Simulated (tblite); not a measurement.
Start geometry of `CC(=O)N[C@H]1[CH]C1` [radical] from a force field or distance geometry (Å):
```
atom  x, y, z in Å
C1     2.6042    0.0683    0.0285
C2     1.2572   -0.3538   -0.5287
O3     1.1516   -0.8730   -1.6244
N4     0.2093   -0.0876    0.3243
C5    -1.1378   -0.4040   -0.0021
C6    -2.1586   -0.0067    0.9397
C7    -2.1268    0.6793   -0.3358
H8     2.6675   -0.1409    1.1037
H9     2.7283    1.1416   -0.1308
H10    3.3900   -0.4721   -0.4800
H11    0.3926    0.3356    1.2280
H12   -1.2801   -1.3810   -0.4650
H13   -2.9655   -0.6610    1.2543
H14   -2.9268    0.4461   -1.0219
H15   -1.8095    1.7172   -0.3117
```

Problem. What comes out of this run: tblite 0.8.0, GFN2-xTB geometry optimisation, gas phase?

Solution. 
```
atom  x, y, z in Å
C1     2.6066    0.0417    0.0448
C2     1.2793   -0.5159   -0.4272
O3     1.1704   -1.3838   -1.2655
N4     0.2122    0.0482    0.1885
C5    -1.1329   -0.3494   -0.0871
C6    -2.1872   -0.1927    0.9118
C7    -2.1993    0.7334   -0.2214
H8     2.7552   -0.1991    1.0953
H9     2.6287    1.1224   -0.0753
H10    3.4073   -0.4022   -0.5385
H11    0.3461    0.7693    0.8804
H12   -1.1199   -1.2059   -0.7580
H13   -2.9311   -0.8714    1.2702
H14   -2.9763    0.6626   -0.9753
H15   -1.8634    1.7508   -0.0646
```

The energy falls by 4.8 kcal/mol over 82 L-BFGS steps, the largest force on an atom goes from 1.73 to 0.007 eV/Å, and the atoms move by 0.281 Å rms after alignment. Among the bonds, C2–N4 and C5–C7 change most and about equally (-0.022 to +0.021 Å). Bonds longer at the end by more than 0.005 Å: 5 of 15; shorter: 5. Among the angles that change most is C5–C6–H13, from 123.3° to 131.6°. Among the dihedrals that turn most is H11–N4–C5–H12, from -136° to -173°. Rotational constants go from 6841, 1537, 1381 to 6957, 1497, 1365 MHz. The orientation of the end geometry is arbitrary; only internal coordinates are fixed.

On an Arm Neoverse V2 with one thread (shared host), this took 0.31 s of wall time.

Its GFN2-xTB frequencies are all real (lowest 57 cm⁻¹).

One conformer stands for the species.

These are computed values.
